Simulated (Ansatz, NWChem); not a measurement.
**From F to I: the HOMO–LUMO gap**

Gas-phase molecules, one atom swapped for its congeners: C2H4ClF `FCCCl`; C2H4Cl2 (1,2-dichloroethane) `ClCCCl`; C2H4ClI (1-chloro-2-iodoethane) `ClCCI`. The Br member is missing. All are singlets with charge 0.

Shapes, held fixed at every level: PBE0-D4/def2-TZVP. Flexible molecules stand in one conformer, not always the lowest. Programs: Ansatz 0.2.0, NWChem 7.3.0. A level may come from different programs for different species; with the same settings they agree closely. Values in eV.

```tsv
level	C2H4ClF	C2H4Cl2	C2H4ClI
HF/STO-3G	20.24	19.70	14.99
HF/3-21G	17.43	16.85	12.84
HF/def2-SVP	16.44	16.07	12.82
PBE0/def2-SVP	9.65	9.20	6.55
```

At PBE0/def2-SVP the HOMO–LUMO gap falls at every step, from 9.65 to 6.55 eV. Every level shows the same order. For atoms past krypton def2 sets carry core potentials with scalar relativity. All-electron rows are non-relativistic unless named. Orbital gaps aren't excitation energies, and the LUMO depends on the basis.
